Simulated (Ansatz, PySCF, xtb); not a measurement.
Pair of molecules: HF (SMILES F) (first 2 atoms) with PH3 (SMILES P); geometry from B3LYP-D3(BJ)/def2-TZVP, rigid monomers moved along the line of their centres of mass till H2···P3 is 2.06 Å.
(charge 0, multiplicity 1):
```
atom    x (Å)    y (Å)    z (Å)
----  -------  -------  -------
F     -1.4437  -0.2289  -0.2438
H     -0.9465  -0.0506   0.5332
P      0.1433   0.3421   2.2376
H     -0.1741  -0.2759   3.4683
H      1.5288   0.0706   2.3001
H      0.2358   1.6517   2.7609
```

Monomers are frozen at their geometry in the pair; levels with a basis set take the counterpoise correction. Rows marked so take none.

Rows in 6-31G* carry no dispersion term and start afresh at each structure (6-31G* with six Cartesian d functions).

Codes used: Ansatz (Gaussian orbitals); PySCF for 6-31G* rows, the dispersion terms; xtb for the GFN methods. Values without a source in brackets are computed.

Task: One of these levels gives -9.82 kcal/mol for the interaction energy. Name it.
A) HF/aug-cc-pV(T+d)Z
B) GFN1-xTB
C) BP86/6-31G* (no counterpoise)
D) PBE-D4/def2-TZVPPD

Result: B, GFN1-xTB. The others give -1.11 (HF/aug-cc-pV(T+d)Z), -6.17 (PBE-D4/def2-TZVPPD), -4.19 (BP86/6-31G* (no counterpoise))

Ansatz is an electronic-structure program.
